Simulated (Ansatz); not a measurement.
CH7NOSi2 (`N[C@H]1O[Si@@H]1[SiH3]`). Charge 0, multiplicity 1. All single points use the PBE0-D4/def2-TZVP geometry. It is one conformer, not always the lowest.

```xyz
12

N    -1.335    1.187   -1.816
C    -0.867    0.822   -0.547
O    -1.433   -0.416    0.079
Si    0.203   -0.605   -0.180
Si    1.602   -0.748    1.682
H    -2.304    1.485   -1.798
H    -1.222    0.464   -2.512
H    -0.929    1.644    0.164
H     0.569   -1.502   -1.310
H     3.015   -0.571    1.252
H     1.239    0.317    2.651
H     1.463   -2.078    2.334
```

(1) What is the dipole moment at B3LYP/def2-TZVPP? (Best estimate.)

(2) And with PBE, r2SCAN, ωB97M-V? (Estimate.)

(3) Give the Mulliken charges with B3LYP, ωB97M-V, r2SCAN in def2-TZVPP. (An estimate is asked.)

Results:

(1) Computed: 0.94 D, with components (0.84, -0.13, -0.41) D in this frame, pointing from negative to positive charge.

(2) Computed: PBE 0.73 D, r2SCAN 0.78 D, ωB97M-V 0.98 D.

(3) Ansatz gave: 
| atom | B3LYP | ωB97M-V | r2SCAN |
| --- | --- | --- | --- |
| N1 | -0.30 | -0.25 | -0.32 |
| C2 | 0.05 | -0.01 | 0.06 |
| O3 | -0.41 | -0.39 | -0.40 |
| Si4 | 0.38 | 0.35 | 0.42 |
| Si5 | 0.13 | 0.03 | 0.14 |
| H6 | 0.13 | 0.12 | 0.15 |
| H7 | 0.14 | 0.11 | 0.14 |
| H8 | 0.11 | 0.12 | 0.07 |
| H9 | -0.09 | -0.04 | -0.10 |
| H10 | -0.05 | -0.01 | -0.06 |
| H11 | -0.05 | -0.01 | -0.05 |
| H12 | -0.05 | -0.01 | -0.05 |

B3LYP here is the variant with VWN-RPA as its local correlation; programs differ in this.
